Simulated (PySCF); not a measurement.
C3H4, SMILES C1C=C1. Atoms are numbered in the order given.

```xyz
7

C      0.0000    -0.6434    -0.4996
C      0.0000     0.6434    -0.4996
C      0.0000     0.0000     0.8609
H      0.0000    -1.5717    -1.0416
H      0.0000     1.5717    -1.0416
H      0.9115     0.0000     1.4567
H     -0.9115     0.0000     1.4567
```

Coordinates come from a B3LYP-D3(BJ)/def2-TZVP optimisation.

Computed with PBE/pcSseg-2 (PySCF).

GIAO shieldings, no solvent; atoms alike by connectivity are averaged. δ = σ(ref) − σ: ¹³C against TMS (σ = 181.4 ppm); ¹H against TMS (σ = 31.47 ppm), references at their B3LYP-D3(BJ)/def2-TZVP geometries, non-relativistic.

```json
[
 {"nucleus": "¹³C", "atoms": "C1, C2", "count": "2", "δ (ppm)": "119.3"},
 {"nucleus": "¹³C", "atoms": "C3", "count": "1", "δ (ppm)": "5.0"},
 {"nucleus": "¹H", "atoms": "H4, H5", "count": "2", "δ (ppm)": "7.26"},
 {"nucleus": "¹H", "atoms": "H6, H7", "count": "2", "δ (ppm)": "0.99"}
]
```
